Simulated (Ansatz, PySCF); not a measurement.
Gas-phase reaction (SMILES): C[O][Al]([OH])[O]C + N (NH3) -> C[O][Al]([NH2])[O]C + O (H2O); ammonia cleaves one Al-O bond, a model of a ligand-exchange step.

Each molecule is optimised on its own at B3LYP-D3(BJ)/def2-TZVP (Ansatz, a quantum-chemistry and plane-wave program), one conformer each, not searched for the lowest. Cores are frozen in the correlated levels unless marked. No spin-orbit coupling. No relativistic terms. Basis-set limits of correlation are two-point, X^-3; Hartree-Fock from the larger set. Thermal terms are rigid-rotor harmonic-oscillator values from B3LYP-D3(BJ) frequencies (Ansatz or PySCF) at 298.15 K and 1 atm. 1 Eh = 627.5095 kcal/mol.

| species | E, CCSD(T)/CBS(cc-pV(T+d)Z,cc-pV(Q+d)Z) (Ansatz) (Eh) | E, B3LYP-D3(BJ)/def2-TZVPD (Ansatz + dftd3) (Eh) | H - E (Eh) |
|---|---|---|---|
| C[O][Al]([OH])[O]C | -547.98510 | -548.85967 | 0.10837 |
| N (NH3) | -56.50369 | -56.58902 | 0.03799 |
| C[O][Al]([NH2])[O]C | -528.09527 | -528.96251 | 0.12052 |
| O (H2O) | -76.37426 | -76.46738 | 0.02495 |

Problem. Work out ΔE and ΔH at 298.15 K at the first level, then ΔH at the second.

Solution. 
1. ΔE = [(-528.09527) + (-76.37426)] - [(-547.98510) + (-56.50369)] = 0.01926 Eh = 12.1 kcal/mol at CCSD(T)/CBS(cc-pV(T+d)Z,cc-pV(Q+d)Z).
2. The terms H - E add up to -0.00089 Eh, so ΔH = (0.01926 + (-0.00089))×627.5095 = 11.5 kcal/mol.
3. At B3LYP-D3(BJ)/def2-TZVPD the same steps give ΔE = 11.8 and ΔH = 11.2 kcal/mol, a shift of -0.3 from the first level.
4. These values are not checked against measurement here, since the tables used lack a sound gas-phase enthalpy of formation for at least one species.
